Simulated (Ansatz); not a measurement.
Mulliken charges of `C[O][Al]([F])[F]` from r2SCAN/def2-TZVPP in Ansatz (PBE0-D4/def2-TZVP geometry).

```
atom   x (Å)   y (Å)   z (Å)  charge (e)
  C1  -0.239   0.901   0.882       0.026
  O2  -0.460  -0.316   0.223      -0.381
 Al3   0.228  -1.156  -1.035       0.885
  F4  -0.393  -2.603  -1.475      -0.346
  F5   1.520  -0.581  -1.862      -0.350
  H6   0.610   1.454   0.465       0.055
  H7  -0.043   0.716   1.942       0.056
  H8  -1.131   1.529   0.805       0.056
```

Problem. By hand: the dipole of these point charges (1 e Å = 4.8032 D).

Solution. Σ q r = (-0.057, 0.430, 0.363) e Å, of length 0.566 e Å = 2.72 D.

Problem. How does the dipole of the full density compare? (An estimate is asked.)

Solution. The calculation gave: (-0.018, 0.339, 0.259) e Å, 2.05 D; the point charges give 1.33 times that, at 4° from its direction.

Point charges leave out the atoms' own dipoles, such as those of lone pairs, and Mulliken's split depends on the basis, so the two needn't agree.
